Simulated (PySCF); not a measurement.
Task: Write a Z-matrix for InChI=1S/C6H9NO/c1-7-5-3-4-6(7)8-2/h3-5H,1-2H3 as optimised with GFN2-xTB.

Result: 
Z-matrix in Å and degrees, rows numbered from 1:
```
C 
O   1  1.4065
C   2  1.3668  1  114.86
C   3  1.3705  2  132.98  1    -1.60
C   4  1.4135  3  106.36  2   179.89
C   5  1.3637  4  107.51  3    -0.04
N   3  1.3592  2  117.79  1   177.99
C   7  1.4352  3  125.16  2     1.83
H   1  1.0947  2  111.16  3    61.41
H   1  1.0887  2  106.15  3  -179.52
H   1  1.0950  2  111.22  3   -60.27
H   4  1.0713  3  127.35  2    -0.08
H   5  1.0718  4  125.96  3  -179.93
H   6  1.0715  5  130.67  4  -179.82
H   8  1.0892  7  109.03  3   -30.60
H   8  1.0941  7  111.10  3    88.91
H   8  1.0896  7  109.63  3  -150.64
```

The C–O distances run from 1.367 Å (O2–C3, drawn single) to 1.406 Å (C1–O2, drawn single), a spread of 0.039 Å. O2 (aryl ether oxygen) is bent (angle 114.9°). The C–N distances run from 1.359 Å (C3–N7, aromatic) to 1.435 Å (N7–C8, drawn single), a spread of 0.076 Å. The 8 heavy atoms lie in one plane (0.010 Å rms).

Structure optimised with GFN2-xTB, isolated species.

Stationary, but not proved a minimum. One conformer, not necessarily the lowest (C1–O2–C3–C4 -2°).

These are computed values.
